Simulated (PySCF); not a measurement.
hydrogen selenide cation (H2Se), SMILES [SeH2] (connectivity only; charge and spin as stated), charge +1, multiplicity 2.

The structure is a stationary point at PBE-D3(BJ)/def2-TZVPD. The multiplicity is an assumed one; other spin states were not compared.

These are PBE-D3(BJ)/def2-TZVPD run with PySCF values and carry that method's errors.

Frequencies are harmonic and unscaled.

| mode | ν (cm⁻¹) | IR (km/mol) | moving atoms (share of kinetic energy) |
|---|---|---|---|
| 1 | 1007 | 1.1 | H 99 % |
| 2 | 2278 | 24.9 | H 99 % |
| 3 | 2284 | 41.3 | H 99 % |
